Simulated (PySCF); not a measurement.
Coordinates in bohr (charge 1 multiplicity 4):
```
Ru    0.0000    0.0000   -0.0609
H     0.8060    0.0000    3.1107
H    -0.8060    0.0000    3.1107
```

All numbers come from UPBE0 in PySCF with Ru def2-TZVP with ECP28, H def2-TZVP; scalar-relativistic core potentials, no spin–orbit coupling; density-fitted integrals.

This geometry of RuH₂⁺ is a stationary point at this level.

What is the point group?

C2v.

Is it a minimum?

Yes: all harmonic wavenumbers are real.

List the harmonic modes with their infrared intensities.


| symmetry | ω (cm⁻¹) | IR (km/mol) |
| --- | --- | --- |
| a1 | 1056 | 109 |
| b2 | 1632 | 2.7 |
| a1 | 3023 | 12.2 |

Give the atomic charges and bond orders.


| atom | Mulliken | Löwdin | polar tensor | spin (Mulliken) | Mayer order to Ru1 |
| --- | --- | --- | --- | --- | --- |
| Ru1 | 0.75 | 0.72 | 0.83 | 3.00 | – |
| H2,3 | 0.12 | 0.14 | 0.08 | 0.00 | 0.46 |
Other Mayer orders above 0.3: H–H 0.55.

In C2v the vibrations span 2a1 + b2. Here b1 is antisymmetric to the molecular plane and b2 lies in it.

Other isomers or separated fragments may lie lower. Other spin states or occupations of the open shell can lie lower.
